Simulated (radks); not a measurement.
Results of a calculation; reference values are marked as such.
Task: All-electron atom: the arsenic ion As2+ in [Ar] 3d10 4s2 4p1. Code: a radial shooting solver on a logarithmic mesh with Libxc functionals. Model: Dirac Kohn-Sham, PBEsol, spin-unpolarised, spherical densities, finite nucleus; open shells fill j = l - 1/2 first; Fermi nuclear charge, rms radius 4.0968 fm. Some entries of the table are withheld. Estimate them.

orbital,occ.,eigenvalue (eV),<1/r> (bohr^-1)
1s1/2,2,-11727.81,(1)
2s1/2,2,-1506.288,(2)
2p1/2,2,-1348.437,7.377
2p3/2,4,-1311.916,7.163
3s1/2,2,-211.1235,2.394
3p1/2,2,-158.0992,2.271
3p3/2,4,-153.0723,2.219
3d3/2,4,-62.2892,1.920
3d5/2,6,-61.5575,1.906
4s1/2,2,(3),0.7295
4p1/2,1,-22.9209,(4)
4p3/2,0,-22.5157,(5)

Result: 
(1) 1s1/2 <1/r> (bohr^-1): 33.45
(2) 2s1/2 <1/r> (bohr^-1): 7.411
(3) 4s1/2 eigenvalue (eV): -33.4309
(4) 4p1/2 <1/r> (bohr^-1): 0.6137
(5) 4p3/2 <1/r> (bohr^-1): 0.6039
